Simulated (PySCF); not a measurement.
Species: C6H9FO (charge +1 and doublet state).
Cartesian coordinates in Å at the GFN2-xTB level; atoms count from 1:
```xyz
17
C6H9FO angstrom
C     -2.4433    0.3644   -0.1339
C     -1.1134    0.1186   -0.0389
C     -0.0734    1.1616    0.0978
C      1.2812    0.4602    0.1366
O      2.0986    1.0478    1.0692
C      0.9402   -1.0465    0.4714
F      1.8148   -1.8693   -0.1542
C     -0.4954   -1.2318   -0.0375
H     -2.8325    1.3696   -0.1305
H     -3.1586   -0.4374   -0.2194
H     -0.1210    1.9176   -0.6942
H     -0.2161    1.7334    1.0260
H      1.7428    0.4350   -0.8655
H      3.0268    0.7831    0.9876
H      1.0430   -1.2186    1.5505
H     -1.0637   -1.9642    0.5385
H     -0.4371   -1.6115   -1.0670
```

The hyperfine couplings belong to this conformer and change with its torsions.

The species is `[CH2+][C]1C[C@@H](O)[C@H](F)C1` [radical] (charge +1).

Computed, not measured: UKS B3LYP, pcH-1 on C F H O, non-relativistic, mean-field spin-orbit, GIAO in PySCF. Geometry: GFN2-xTB, one conformer, isolated ion. The geometry wasn't refined by DFT: couplings that depend on bond lengths, twists or pyramidal angles can differ widely from those at the functional's own minimum, by a factor of two or more for some ions and for spin on atoms past the first row. Stability of the SCF solution: not tested.

The largest Mulliken spin populations are on C1 (+0.50), C2 (+0.19), O5 (+0.14) and C6 (+0.06).

Find Q in a(H) = Q·ρ(C) for the protons on the planar carbons that carry spin.

```json
{"H": "H9", "C": "C1", "ρ(C)": "+0.497", "a(H) (G)": "-11.49", "a/ρ (G)": "-23.1"}
{"H": "H10", "C": "C1", "ρ(C)": "+0.497", "a(H) (G)": "-11.50", "a/ρ (G)": "-23.2"}
```

These protons share one ρ (within 0.01), so their mean ratio, Q = -23.1 G, is no test of linearity. In McConnell's picture π spin on carbon polarises the C–H bond and leaves opposite spin at the proton, which makes Q negative, as found here.

Couplings in gauss use g_iso = 2.0044.

The SMILES draws the unpaired electron on C2; the largest computed Mulliken spin population is on C1 (0.50 against 0.19).
